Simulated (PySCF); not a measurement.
A structure optimised at PBE-D3(BJ)/def2-SVP, used in a PySCF frequency run:

```xyz
9

B     -0.1345     0.1423     0.0000
Cl    -0.5278     1.8747     0.0000
O     -1.1695    -0.7290     0.0000
C     -0.9798    -2.1380     0.0000
H     -0.4208    -2.4686     0.9021
H     -1.9769    -2.6180     0.0000
H     -0.4208    -2.4686    -0.9021
S      1.5968    -0.4475     0.0000
H      2.1487     0.7947     0.0000
```
Charge 0, spin multiplicity 1.

Problem. Write its SMILES, formula and point group.

Solution. COB(S)Cl, CH4BClOS, Cs

Problem. What are its rotational constants (standard atomic weights)?

Solution. 3.7575, 2.3330, 1.4529 GHz
